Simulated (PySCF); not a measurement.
**Fe⁺ (iron, charge +1) across methods**

[Ar] 3d7, high-spin 4F determinant (an excited configuration). Calculation: PySCF 2.14, in def2-TZVPPD (6s6p4d2f1g, 67 functions); the non-relativistic Hamiltonian (point nucleus).

```json
{"method": "BLYP", "E (hartree)": "-1263.439", "mean ε 3p β (eV)": "-60.765", "mean ε 3d α (eV)": "-12.510", "mean ε 3d β (eV)": "-10.674", "Σ⟨r²⟩ (bohr²)": "21.56", "⟨S²⟩": "3.754"}
{"method": "PBE", "E (hartree)": "-1263.131", "mean ε 3p β (eV)": "-60.797", "mean ε 3d α (eV)": "-12.553", "mean ε 3d β (eV)": "-10.553", "Σ⟨r²⟩ (bohr²)": "21.44", "⟨S²⟩": "3.753"}
{"method": "r2SCAN0", "E (hartree)": "-1263.326", "mean ε 3p β (eV)": "-64.710", "mean ε 3d α (eV)": "-14.709", "mean ε 3d β (eV)": "-12.323", "Σ⟨r²⟩ (bohr²)": "20.77", "⟨S²⟩": "3.755"}
{"method": "PBE0", "E (hartree)": "-1263.158", "mean ε 3p β (eV)": "-64.121", "mean ε 3d α (eV)": "-14.551", "mean ε 3d β (eV)": "-12.253", "Σ⟨r²⟩ (bohr²)": "20.97", "⟨S²⟩": "3.754"}
{"method": "MN15", "E (hartree)": "-1263.486", "mean ε 3p β (eV)": "-64.970", "mean ε 3d α (eV)": "-15.586", "mean ε 3d β (eV)": "-12.920", "Σ⟨r²⟩ (bohr²)": "21.02", "⟨S²⟩": "3.760"}
{"method": "r2SCAN", "E (hartree)": "-1263.349", "mean ε 3p β (eV)": "-61.638", "mean ε 3d α (eV)": "-12.673", "mean ε 3d β (eV)": "-10.562", "Σ⟨r²⟩ (bohr²)": "21.10", "⟨S²⟩": "3.754"}
{"method": "wB97X-V", "E (hartree)": "-1263.234", "mean ε 3p β (eV)": "-66.571", "mean ε 3d α (eV)": "-16.963", "mean ε 3d β (eV)": "-14.849", "Σ⟨r²⟩ (bohr²)": "21.05", "⟨S²⟩": "3.754"}
{"method": "UHF", "E (hartree)": "-1262.13668", "mean ε 3p β (eV)": "-73.090", "mean ε 3d α (eV)": "-20.180", "mean ε 3d β (eV)": "-16.749", "Σ⟨r²⟩ (bohr²)": "20.18", "⟨S²⟩": "3.758"}
```

**Question.** Estimate the same row for LDA.

**Answer.** E (hartree) = -1260.892; mean ε 3p β (eV) = -60.962; mean ε 3d α (eV) = -12.853; mean ε 3d β (eV) = -10.621; Σ⟨r²⟩ (bohr²) = 21.42; ⟨S²⟩ = 3.754.
